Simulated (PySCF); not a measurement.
C5H6F3NO.
SMILES: `CNC(=O)/C=C\C(F)(F)F`

Level: wB97X-D/def2-SVPD in PySCF, non-relativistic, on one gas-phase PBE0-D3(BJ)/def2-SVP geometry that isn't relaxed in the solvent. The solvent is an IEF-PCM continuum (cavity from Bondi-type radii × 1.2), and excitations are vertical TDDFT with non-equilibrium linear response and a frozen core. Specific hydrogen bonds and non-electrostatic terms are outside this model.

Gas-phase singlets (H = HOMO, L = LUMO):

```csv
state,E (eV),λ (nm),f,leading configurations
S1,4.878,254,0.015,H-1→L 86%
S2,5.572,223,0.044,H→L 96%
S3,6.913,179,0.251,H-2→L 81%
S4,7.043,176,0.121,"H-1→L+4 23%, H-1→L+2 20%"
S5,7.506,165,0.018,"H→L+1 73%, H→L+2 11%"
```

Q: How does the list change in benzene (ε = 2.271)?

A: 
| state | E (eV) | λ (nm) | f | leading configurations | change by rank (eV) |
| --- | --- | --- | --- | --- | --- |
| S1 | 5.009 | 248 | 0.022 | H-1→L 84% | +0.131 |
| S2 | 5.605 | 221 | 0.067 | H→L 94% | +0.033 |
| S3 | 6.782 | 183 | 0.425 | H-2→L 93% | -0.131 |
| S4 | 7.139 | 174 | 0.036 | H-1→L+2 32%, H-1→L+4 23% | +0.096 |
| S5 | 7.559 | 164 | 0.034 | H→L+1 77%, H→L+3 9% | +0.053 |

Q: How does the list change in chloroform (ε = 4.711)?

A: 
```csv
state,E (eV),λ (nm),f,leading configurations,change by rank (eV)
S1,5.096,243,0.023,H-1→L 82%,+0.218
S2,5.648,220,0.071,H→L 93%,+0.076
S3,6.783,183,0.416,H-2→L 92%,-0.130
S4,7.213,172,0.034,"H-1→L+2 38%, H-1→L+4 20%",+0.170
S5,7.604,163,0.035,"H→L+1 77%, H→L+3 9%",+0.098
```

Q: The ground-state energy changes by -0.248 eV from gas to chloroform. By how much does the total energy of gas-phase S1 change?

A: E(S1) = E(S0) + excitation energy, so it changes by -0.248 + 0.218 = -0.030 eV: it is lowered less than the ground state, which is what a blue shift means. This is the vertical state, with the slow part of the continuum still set for S0.

Q: How do the frontier levels move from gas to chloroform?

A: 
| orbital | gas (eV) | solvent (eV) | change (eV) |
| --- | --- | --- | --- |
| LUMO+2 | 2.47 | 2.67 | +0.20 |
| LUMO+1 | 2.09 | 2.27 | +0.18 |
| LUMO | 0.08 | 0.23 | +0.15 |
| HOMO | -9.62 | -9.57 | +0.05 |
| HOMO-1 | -9.77 | -9.87 | -0.10 |
| HOMO-2 | -10.93 | -10.77 | +0.16 |
| HOMO-3 | -12.77 | -12.63 | +0.14 |

The HOMO–LUMO gap goes from 9.70 to 9.80 eV. Rows go by rank; for LUMO+2 the atom shares or the degeneracy differ between the runs, so the row needn't follow one orbital.

Conformer computed: `[CH3:1][NH:2][C:3](=[O:4])/[CH:5]=[CH:6]\[C:7]([F:8])([F:9])[F:10]`: C1–N2–C3–O4 5°, N2–C3–C5–C6 49°, C5–C6–C7–F8 -76°.

Note: wB97X-D ran without an empirical dispersion term, which enters the total energy and its gradient alone.
